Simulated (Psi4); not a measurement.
Psi4 input (wB97X-D/6-31G*):

```
memory 1500 MB

molecule {
-1 2
Be    0.15407420    0.14286627    0.01800058
H     0.21621437   -0.96451612    0.86310910
H    -0.83251117    0.39305104   -0.93511142
symmetry c1
no_reorient
no_com
}

set {
  basis 6-31G*
  reference uks
  scf_type pk
  dft_radial_points 99
  dft_spherical_points 590
  e_convergence 1e-8
  d_convergence 1e-7
  maxiter 150
}

e = energy('wb97x-d')
print_out(f'\nFINAL {e:.10f} DIPOLE {variable("CURRENT DIPOLE")[0]:.6f} {variable("CURRENT DIPOLE")[1]:.6f} {variable("CURRENT DIPOLE")[2]:.6f}\n')
```

From the last part of the output:

```
  HONO-1 :    3  A 1.9998075
  HONO-0 :    4  A 1.0000000
  LUNO+0 :    5  A 0.0001925
  LUNO+1 :    6  A 0.0001554
  LUNO+2 :    7  A 0.0000012
  LUNO+3 :    8  A 0.0000000

Computation Completed

Properties will be evaluated at   0.000000,   0.000000,   0.000000 [a0]

Properties computed using the SCF density matrix

 Multipole Moments:

 ------------------------------------------------------------------------------------
     Multipole            Electronic (a.u.)      Nuclear  (a.u.)        Total (a.u.)
 ------------------------------------------------------------------------------------

 L = 1.  Multiply by 2.5417464519 to convert [e a0] to [Debye]
 Dipole X            :         -0.3143890            0.0000000           -0.3143890
 Dipole Y            :         -0.2915192            0.0000000           -0.2915192
 Dipole Z            :         -0.0367302            0.0000000           -0.0367302
 Magnitude           :                                                    0.4303173

 ------------------------------------------------------------------------------------

FINAL -15.8611649250 DIPOLE -0.314389 -0.291519 -0.036730

*** Psi4 exiting successfully. Buy a developer a beer!
```

The dipole moment of an ion depends on the origin.
